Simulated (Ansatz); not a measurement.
Total energies of Ag3 (the lowest doublet isomer of a short search) from Ansatz at r2SCAN-D4/def2-TZVP, gas phase (1 Eh = 27.2114 eV = 2625.5 kJ/mol). The reference geometry is relaxed at PBE-D4/def2-TZVP.

```tsv
atom	x (Å)	y (Å)	z (Å)
Ag1	0.598	1.273	-0.914
Ag2	0.931	-1.075	0.259
Ag3	-1.529	-0.198	0.655
```

| state | geometry | energy (Eh) |
| --- | --- | --- |
| charge 0 doublet | reference | -441.15209 |
| charge 1 singlet | reference | -440.93267 |
| charge 0 quartet | relaxed at PBE-D4/def2-TZVP | -441.07499 |
| free Ag atom (doublet) | – | -147.01662 |

In the def2 sets Ag takes a core potential; there is no spin–orbit coupling.

(1) Work out the vertical ionisation energy to the singlet.

(2) Which of the charge 0 states is lowest, and how far above it are the others?

(3) What is the binding energy per atom against free atoms?

(1) E(charge 1 singlet) − E(charge 0 doublet) = -440.93267 − (-441.15209) = 0.21942 Eh = 5.97 eV. For comparison, −ε of the highest occupied level of the spin that leaves is 3.91 eV at this level, 2.06 eV less.

(2) The doublet. quartet: -441.07499 − (-441.15209) = 0.07710 Eh = 202.4 kJ/mol.

(3) Atoms: 3 × (-147.01662) = -441.04986 Eh. Binding: -441.04986 − (-441.15209) = 0.10223 Eh = 2.78 eV, or 0.93 eV for each of 3 atoms (no zero-point energy, no counterpoise term).

The structure comes from a short search, and lower isomers may exist.
